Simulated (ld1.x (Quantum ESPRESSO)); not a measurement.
# What the settings do to the PAW potential of silver

Base potential:

- Element: Ag
- Generator: ld1.x (Quantum ESPRESSO) 7.5
- Type: PAW
- Functional: LDA (PZ)
- Relativity: scalar-relativistic
- Frozen core: [Kr]
- Valence charge: 11
- Reference configuration: 4d10 5s1 5p0
- Partial waves: 5s (bound): rcut 2.15, rcutus 3.00 bohr; 5s channel at 0.05 Ry: rcut 2.15, rcutus 3.00 bohr; 5p (bound, empty): rcut 3.65, rcutus 4.20 bohr; 5p channel at 0.9 Ry: rcut 3.65, rcutus 4.20 bohr; 4d (bound): rcut 1.20, rcutus 1.55 bohr; 4d channel at 2.2 Ry: rcut 1.20, rcutus 1.55 bohr
- Local potential: all-electron potential smoothed inside 3.60 bohr (lloc = -1)
- Core correction: a·sin(br)/r model core inside 1.50 bohr
- Augmentation charge: GAUSS, radius 1.00 bohr

All-electron outer shells of the reference configuration (LDA (PZ), scalar-relativistic, ld1.x):

| shell | level (eV) | outermost node (bohr) | outermost maximum (bohr) |
| --- | --- | --- | --- |
| 4s | -95.08 | 0.44 | 0.82 |
| 4p | -58.67 | 0.44 | 0.87 |
| 4d | -7.66 | 0.43 | 1.04 |
| 5s | -4.72 | 1.11 | 2.49 |
| 5p | -0.85 | 1.25 | 3.67 |

Cutoffs, loose and tight: the cutoffs (Ry, on a coarse ladder) from which the occupation-weighted sum of valence levels, in a spherical-Bessel basis at the reference potential, stays within 10 and 1 mRy of its value at 400 Ry. They do not see the model core or the augmentation charge, which bear on the density cutoff. Test errors are all-electron minus pseudo excitation energies from the reference, over the configurations 4d10 5s0 5p0; 4d9 5s0 5p0; 4d8 5s0 5p0; 4d9 5s1 5p0; 4d9 5s1 5p1; 4d7 5s0 5p0; 4d10 5s0.5 5p0 (two spin-polarised tests are not counted in the largest error). A dash means not determined; rows that change the core or the reference have their own tests.

A true bound ghost makes a file unfit for plane-wave use even where its test errors are small: the radial tests pick states by their node count and pass the ghost by.

Cutoffs are not given where the Bessel-basis levels miss the radial ones by over 6 mRy, ghosts where they miss by over 20 mRy; a channel whose overlap is not positive is not tested.

A file whose overlap is not positive is unfit for use, and its test errors describe a broken file.

```csv
change,outcome,"cutoff, loose","cutoff, tight",bound ghosts,largest test error (meV)
base,"generated, overlap not positive",–,–,not determined (overlap not positive),-1012
local potential all-electron potential smoothed inside 2.20 bohr (lloc = -1),generated,45 Ry,80 Ry,none,-1001
local potential all-electron potential smoothed inside 2.86 bohr (lloc = -1),generated,45 Ry,80 Ry,none,-1002
local potential all-electron potential smoothed inside 3.14 bohr (lloc = -1),"generated, overlap not positive",–,–,not determined (overlap not positive),-1006
local potential all-electron potential smoothed inside 3.68 bohr (lloc = -1),"generated, overlap not positive",–,–,not determined (overlap not positive),-1013
local potential all-electron potential smoothed inside 4.24 bohr (lloc = -1),generated,45 Ry,80 Ry,none,-1056
local potential all-electron potential smoothed inside 4.70 bohr (lloc = -1),generated,45 Ry,80 Ry,none,-1093
```

(1) What comes out with this change to the base: local potential all-electron potential smoothed inside 1.78 bohr (lloc = -1)?

## Answers

(1) outcome: generated; cutoff, loose: 45 Ry; cutoff, tight: 80 Ry; bound ghosts: s; largest test error (meV): -1003.

Reading the sweep of the rcloc (base included, trends over the rows without a ghost): The loose cutoff stays near 45 Ry. The median size of the test errors (rows with all tests solved) is not monotonic: lowest 21.6 meV at 2.86 bohr, highest 43.1 meV at 2.2 bohr. Bound ghosts are found at 1.78 bohr.
